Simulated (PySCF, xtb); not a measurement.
Si(F)(OH)2(SMe) (CH5FO2SSi), SMILES F[Si](O)(SC)O.

GFN2-xTB run with xtb 6.7.1 at its own geometry gives an orbital gap of 4.62 eV and a dipole moment of 1.66 D.

The structure is a stationary point at B3LYP-D3(BJ)/def2-SVP. The values are those of a single conformer.

**Question.** What does PBE/def2-TZVP (PySCF) give? (Estimate from the structure and the level; the computed values follow.)

**Answer.** gap 5.24 eV (levels -6.00 and -0.76 eV), dipole 0.90 D.
